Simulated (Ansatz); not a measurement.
Reaction (ligand exchange at the Si–O bond): `C[S][Mg][O][SiH3]` + `B[SiH2]CS` → `B[SiH2]CS[SiH3]` + `C[S][Mg][OH]`

Program: Ansatz. Geometries: PBE0-D4/def2-TZVP. ΔE: electronic, gas phase. CCSD(T)/CBS is the MP2 limit (def2-TZVPP, def2-QZVPP) plus CCSD(T) − MP2 in def2-TZVPP, frozen cores. DFT in def2-TZVPP. For Mg outer-core shells are correlated without core-valence functions, which leaves a few kJ/mol of doubt a bond. Each species was taken in one conformer, which may not be the lowest.

`C[S][Mg][O][SiH3]`:

```xyz
11

C    -0.922    1.652   -2.581
S    -1.022   -0.171   -2.501
Mg   -0.220   -0.660   -0.427
O     0.412   -1.033    1.205
Si    0.979   -1.380    2.674
H    -1.545    2.129   -1.825
H    -1.297    1.944   -3.562
H     0.104    2.009   -2.490
H     2.379   -0.891    2.845
H     0.149   -0.746    3.740
H     0.983   -2.852    2.922
```

`B[SiH2]CS`:

Cartesian coordinates in Å:
```
B -1.606 1.186 0.993
Si 0.215 0.785 0.247
C 0.356 -0.945 -0.494
S 2.018 -1.219 -1.145
H -2.514 0.406 0.969
H -1.815 2.253 1.491
H 0.539 1.794 -0.803
H 1.226 0.935 1.334
H 0.125 -1.675 0.286
H -0.387 -1.043 -1.289
H 1.844 -2.475 -1.590
```

`B[SiH2]CS[SiH3]`:

Z-matrix (Å, degrees):
```
Si
C 1 1.887
B 1 2.011 2 114.7
H 1 1.490 2 108.3 3 -123.7
H 1 1.493 2 108.9 3 119.5
S 2 1.828 1 112.9 3 -179.9
H 2 1.093 1 111.9 3 -55.1
H 2 1.093 1 109.7 3 62.8
H 3 1.197 1 119.5 2 -172.7
H 3 1.197 1 123.4 2 8.7
Si 6 2.125 2 100.8 1 85.0
H 11 1.488 6 110.0 2 54.9
H 11 1.483 6 105.4 2 174.1
H 11 1.486 6 113.1 2 -65.9
```

`C[S][Mg][OH]`:

```xyz
8

C    -0.083    0.656   -1.623
S    -0.902   -0.825   -0.934
Mg   -0.207   -0.851    1.240
O     0.322   -0.810    2.917
H    -0.374    0.719   -2.672
H    -0.408    1.570   -1.126
H     1.003    0.582   -1.577
H     0.650   -1.042    3.775
```

```
        level  ΔE (kJ/mol)
    r2SCAN-D4         64.0
         BLYP         71.6
      r2SCAN0         67.5
HF/def2-QZVPP         95.6
```

**Question.** What does CCSD(T)/CBS give? (Estimate.)

**Answer.** Computed: +68.6 kJ/mol. The listed levels differ from it by -4.6, 3.0, -1.1, 27.0 kJ/mol.

Largest T1 diagnostic among the species: 0.012.

Leaving LDA and LC-ωPBE aside and taking each functional with its dispersion term where it has one, the values, not all of them listed here, spread over 24.0 kJ/mol, from revPBE-D4 to B2PLYP. In def2-TZVPP, CCSD(T) changes the Hartree–Fock value by −21.8 kJ/mol (the triples alone add −4.0 kJ/mol) and MP2 by −25.6 kJ/mol.
